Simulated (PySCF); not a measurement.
C7H4ClF3, SMILES FC(F)(F)c1ccccc1Cl, GFN2-xTB optimised geometry.

```
15

F     -1.02    -2.70     1.07
C     -1.30    -1.94     0.00
F     -1.04    -2.69    -1.08
F     -2.63    -1.75     0.01
C     -0.54    -0.64     0.00
C     -1.23     0.57     0.00
C     -0.53     1.77     0.00
C      0.85     1.76     0.00
C      1.55     0.57     0.00
C      0.86    -0.64     0.00
Cl     1.74    -2.12     0.00
H     -2.31     0.56     0.00
H     -1.08     2.70     0.00
H      1.40     2.69     0.00
H      2.63     0.55     0.00
```

Density from PBE0/def2-TZVP (PySCF 2.14.0) at that geometry.

Minimum of the electron density along straight lines between bonded atoms, close to the bond critical point (lines longer than 1.1 times the sum of covalent radii, or with two minima, are not listed):

```json
[
 {"bond": "F1–C2", "length / Å": "1.343", "ρ at the minimum / e bohr⁻³": "0.285", "∇²ρ there / e bohr⁻⁵": "-0.49", "position (fraction from the first atom)": "0.66"},
 {"bond": "C2–F3", "length / Å": "1.343", "ρ at the minimum / e bohr⁻³": "0.285", "∇²ρ there / e bohr⁻⁵": "-0.49", "position (fraction from the first atom)": "0.34"},
 {"bond": "C2–F4", "length / Å": "1.342", "ρ at the minimum / e bohr⁻³": "0.284", "∇²ρ there / e bohr⁻⁵": "-0.47", "position (fraction from the first atom)": "0.34"},
 {"bond": "C2–C5", "length / Å": "1.506", "ρ at the minimum / e bohr⁻³": "0.272", "∇²ρ there / e bohr⁻⁵": "-0.76", "position (fraction from the first atom)": "0.53"},
 {"bond": "C5–C6", "length / Å": "1.390", "ρ at the minimum / e bohr⁻³": "0.316", "∇²ρ there / e bohr⁻⁵": "-0.92", "position (fraction from the first atom)": "0.51"},
 {"bond": "C6–C7", "length / Å": "1.383", "ρ at the minimum / e bohr⁻³": "0.323", "∇²ρ there / e bohr⁻⁵": "-0.97", "position (fraction from the first atom)": "0.51"},
 {"bond": "C7–C8", "length / Å": "1.385", "ρ at the minimum / e bohr⁻³": "0.322", "∇²ρ there / e bohr⁻⁵": "-0.96", "position (fraction from the first atom)": "0.50"},
 {"bond": "C8–C9", "length / Å": "1.383", "ρ at the minimum / e bohr⁻³": "0.322", "∇²ρ there / e bohr⁻⁵": "-0.96", "position (fraction from the first atom)": "0.50"},
 {"bond": "C5–C10", "length / Å": "1.395", "ρ at the minimum / e bohr⁻³": "0.315", "∇²ρ there / e bohr⁻⁵": "-0.91", "position (fraction from the first atom)": "0.49"},
 {"bond": "C9–C10", "length / Å": "1.388", "ρ at the minimum / e bohr⁻³": "0.321", "∇²ρ there / e bohr⁻⁵": "-0.95", "position (fraction from the first atom)": "0.48"},
 {"bond": "C10–Cl11", "length / Å": "1.722", "ρ at the minimum / e bohr⁻³": "0.211", "∇²ρ there / e bohr⁻⁵": "-0.35", "position (fraction from the first atom)": "0.42"},
 {"bond": "C6–H12", "length / Å": "1.079", "ρ at the minimum / e bohr⁻³": "0.290", "∇²ρ there / e bohr⁻⁵": "-1.05", "position (fraction from the first atom)": "0.65"},
 {"bond": "C7–H13", "length / Å": "1.078", "ρ at the minimum / e bohr⁻³": "0.289", "∇²ρ there / e bohr⁻⁵": "-1.04", "position (fraction from the first atom)": "0.65"},
 {"bond": "C8–H14", "length / Å": "1.079", "ρ at the minimum / e bohr⁻³": "0.289", "∇²ρ there / e bohr⁻⁵": "-1.05", "position (fraction from the first atom)": "0.65"},
 {"bond": "C9–H15", "length / Å": "1.078", "ρ at the minimum / e bohr⁻³": "0.290", "∇²ρ there / e bohr⁻⁵": "-1.05", "position (fraction from the first atom)": "0.65"}
]
```
